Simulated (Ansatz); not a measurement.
Z-matrix (Å, degrees):
```
Si
N 1 1.734
H 1 1.487 2 111.3
H 1 1.483 2 107.0 3 119.8
H 1 1.487 2 111.2 3 -120.2
Si 2 1.701 1 128.8 3 -119.8
H 2 1.012 1 116.0 3 62.7
O 6 1.648 2 119.6 1 -135.9
C 6 1.799 2 124.6 1 162.9
H 6 1.475 2 108.5 1 3.6
H 9 1.088 6 123.6 2 -159.7
H 9 1.089 6 122.1 2 4.5
```

Total charge 0; spin multiplicity 1.

Problem. List the PBE0/def2-TZVPP orbital energies in eV (Ansatz). (An estimate is asked.)

Solution. Ansatz gave: Occupied: -1803.14, -1803.02, -522.37, -391.42, -279.01, -145.39, -145.32, -100.08, -100.05, -100.04, -100.00, -99.97, -99.96, -28.05, -24.15, -18.03, -15.62, -15.09, -12.95, -12.77, -11.84, -11.04, -10.56, -10.31, -9.86, -8.64, -8.12, -7.18. Lowest empty: 0.05, 0.47, 1.21, 1.30, 1.68, 1.80, 1.95, 2.28.
